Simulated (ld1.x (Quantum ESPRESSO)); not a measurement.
niobium (Nb): TM pseudisation with PW91, fully relativistic reference atom.

- Element: niobium (Nb)
- Generator: ld1.x (Quantum ESPRESSO) 7.5
- Type: norm-conserving Troullier–Martins (Kleinman–Bylander form)
- Functional: PW91
- Relativity: fully relativistic
- Frozen core: [Kr]
- Valence charge: 5
- Reference configuration: 4d4.5 5s0.5 5p0
- Partial waves: 5p (bound, empty): rc 3.75 bohr; 4d (bound): rc 1.80 bohr; 5s (bound): rc 2.60 bohr
- Local potential: the s channel
- Core correction: a·sin(br)/r model core inside 1.05 bohr

Open shells are filled in proportion to 2j + 1 (rel_dist='average').

Poles of the logarithmic derivatives, all-electron (AE) and pseudo (PS). s: poles at 0.3, 3.7 (AE) and 0.3, 2.8 (PS) Ry. p1/2: poles at 0.9, 4.4 (AE) and 0.8, 3.9 (PS) Ry. p3/2: poles at 0.9, 4.5 (AE) and 0.9, 3.9 (PS) Ry. d3/2: poles at -0.1, 2.1 (AE) and -0.1, 2.5 (PS) Ry. d5/2: poles at -0.1, 2.1 (AE) and -0.1, 2.5 (PS) Ry. Test radius 4.03 bohr.

- Cutoffs needed: 35 Ry and 45 Ry (the cutoffs (Ry, on a coarse ladder) from which the occupation-weighted sum of valence levels, in a spherical-Bessel basis at the reference potential, stays within 10 and 1 mRy of its value at 400 Ry)
- Ghost test: no extra level below or beside the all-electron valence levels (p1/2, p3/2, d3/2, d5/2, s, f tested) (spherical-Bessel basis up to 400 Ry, 20 bohr box)
- Largest excitation error: -2151 meV (all-electron minus pseudo) for 4d1 5s0 5p0, out of 7 test configurations
